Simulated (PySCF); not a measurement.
ClSr (SMILES [Cl][Sr+]), charge +1, singlet, at a GFN2-xTB geometry (such geometries of metal compounds can be far from the true shape) (core potentials on Sr).

PySCF was given this input:
```python
from pyscf import gto, scf, dft

mol = gto.Mole()
mol.atom = '''
    Sr   -0.00000000   -0.00000000   -0.76811428
    Cl    0.00000000    0.00000000    1.71696133
'''
mol.basis = 'def2-tzvp'
mol.ecp = {'Sr': 'def2-tzvp'}
mol.charge = 1
mol.verbose = 4
mol.build()

mf = dft.RKS(mol)
mf.xc = 'r2scan'
mf = mf.density_fit(auxbasis='def2-universal-jkfit')
mf.kernel()
```

Task: What does this run give for the HOMO energy, Mulliken (on the basis functions themselves) charges in atom order?

Result: 
The HOMO energy is -11.44 eV and the Mulliken (on the basis functions themselves) charges in atom order comes out as Sr1 1.48, Cl2 -0.48.
